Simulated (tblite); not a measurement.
Species: C₇H₇F₃NP.
SMILES with atom numbers: `[CH3:1][P:2]([C:3]([F:4])=[C:5]([F:6])[F:7])[n:8]1[cH:9][cH:10][cH:11][cH:12]1` (hydrogens: H13, H14, H15 on C1; H16 on C9; H17 on C10; H18 on C11; H19 on C12)

Structure optimised with GFN2-xTB, isolated species.

(1) Give the optimised bond lengths and angles.

## Answers

(1) 
```csv
bond,length (Å),order
C1–P2,1.845,single
P2–C3,1.856,single
C3–F4,1.345,single
C3=C5,1.327,double
C5–F6,1.322,single
C5–F7,1.327,single
P2–N8,1.713,single
"N8–C9, N8–C12",1.374,aromatic
"C9–C10, C11–C12",1.360,aromatic
C10–C11,1.416,aromatic
"C1–H13, C1–H14, C1–H15",1.089,single
"C9–H16, C12–H19",1.073,single
"C10–H17, C11–H18",1.072,single
```

Bonds in one row agree within 0.01 Å and their mean is given. Orders are formal, as drawn. A selection of angles:
```csv
angle,degrees
P2–C1–H13,111.7
P2–C1–H14,108.1
P2–C1–H15,108.9
H13–C1–H14,109.6
C1–P2–C3,96.5
C1–P2–N8,100.3
C3–P2–N8,97.3
P2–C3–F4,119.8
P2–C3–C5,120.0
F4–C3–C5,120.0
C3–C5–F6,128.1
C3–C5–F7,120.8
F6–C5–F7,111.1
P2–N8–C9,128.8
P2–N8–C12,123.3
C9–N8–C12,107.9
N8–C9–C10,108.7
N8–C9–H16,121.5
C10–C9–H16,129.9
C9–C10–C11,107.4
C9–C10–H17,126.4
C11–C10–H17,126.3
C12–C11–H18,126.7
C11–C12–H19,130.9
N8–C12–H19,120.2
```

Dihedral angles: C1–P2–C3–F4 -14° (synperiplanar); P2–C3–C5–F6 178° (antiperiplanar); C1–P2–N8–C9 -55° (synclinal). The mirror-image conformer, all signs reversed, is as good.

The 3 C–F bonds span 1.322 Å (C5–F6, drawn single) to 1.345 Å (C3–F4, drawn single), a spread of 0.023 Å. The 5-membered ring N8–C9–C10–C11–C12 has internal angles of 107.1° to 108.9°; it is planar, 0.00 Å rms from its mean plane, widest ring torsion 0°. The 4 C–C bonds span 1.327 Å (C3=C5, drawn double) to 1.416 Å (C10–C11, aromatic), a spread of 0.089 Å. N8 (pyrrole-type nitrogen) is planar (angles 128.8°, 123.3° and 107.9°, sum 360.0°, 0.02 Å off the plane of its three neighbours). Of the pairs four or more bonds apart, C9···H13 is among the closest relative to their van der Waals radii: 2.86 Å, 99 % of the sum of Bondi's values. P2 (three-coordinate phosphorus) is pyramidal (angles 100.3°, 97.3° and 96.5°, sum 294.1°, 0.88 Å off the plane of its three neighbours).

Point group: C1 (no symmetry element, even within 0.4 Å). Its GFN2-xTB frequencies are all real (lowest 21 cm⁻¹). One conformer, not necessarily the lowest.

The numbers are calculated, not measured.
